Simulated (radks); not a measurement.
Results of a calculation; reference values are marked as such.
Removal energies from the dysprosium ion Dy10+, [Kr] 4d10 4f6 5s2 5p2, by Delta-SCF beside the eigenvalue of the level emptied. Level of theory: scalar-relativistic Kohn-Sham, LDA (Slater exchange, Perdew-Wang correlation), spin-polarised, spherical densities, finite nucleus; Fermi nuclear charge, rms radius of each element as measured or else 0.836 A^(1/3) + 0.57 fm (a radial shooting solver on a logarithmic mesh with Libxc functionals). Open shells are filled with parallel spins first.

removed from,final configuration,Delta-SCF (eV),-eigenvalue (eV)
5p,[Kr] 4d10 4f6 5s2 5p1,183.95,175.19
4f,[Kr] 4d10 4f5 5s2 5p2,199.07,184.35
5s,[Kr] 4d10 4f6 5s1 5p2,209.89,200.96
4d,[Kr] 4d9 4f6 5s2 5p2,348.04,332.87
